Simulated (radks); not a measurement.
The numbers below are computed, except where a source is named.
S I, configuration [Ne] 3s2 3p4. Code: a radial shooting solver on a logarithmic mesh with Libxc functionals. Model: scalar-relativistic Kohn-Sham, SCAN, spin-polarised, spherical densities, finite nucleus; open shells are filled with parallel spins first; meta-GGA in the generalised Kohn-Sham scheme; Fermi nuclear charge, rms radius 3.2611 fm. Some entries of the table are withheld. Estimate them.

orbital,occ.,eigenvalue (eV),<r^2> (bohr^2),<r> (bohr)
1s up,1,-2419.376,0.01264,0.09690
1s down,1,-2418.991,0.01264,0.09689
2s up,1,-216.5589,0.2707,0.4769
2s down,1,-216.3415,0.2706,0.4771
2p up,3,-159.3809,(1),0.4415
2p down,3,-158.9506,(2),0.4417
3s up,1,-19.0267,3.345,1.697
3s down,1,-16.5278,3.451,1.720
3p up,3,-8.1357,4.900,2.027
3p down,1,-5.8725,5.455,2.121

Answer. 
(1) 2p up <r^2> (bohr^2): 0.2437
(2) 2p down <r^2> (bohr^2): 0.2436
